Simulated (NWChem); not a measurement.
CaO; SMILES [O]=[Ca]

```xyz
2

Ca     0.0000     0.0000    -0.6226
O      0.0000     0.0000     1.4135
```
Atoms are numbered in this order, from 1.

Computed with NWChem. The geometry was optimised at B3LYP/6-31G* (spherical d). Vertical excitations in the gas phase.

What does the run give for Hartree-Fock/def2-SVPD, CIS? Quantities: lowest excitation, singlet (eV); oscillator strength of that lowest state; lowest state with f > 0.02, singlet (eV); oscillator strength of that bright state; orbital gap (eV).


* **lowest excitation, singlet (eV)**: 1.58
* **oscillator strength of that lowest state**: 0.006
* **lowest state with f > 0.02, singlet (eV)**: 2.35
* **oscillator strength of that bright state**: 0.070
* **orbital gap (eV)**: 6.00
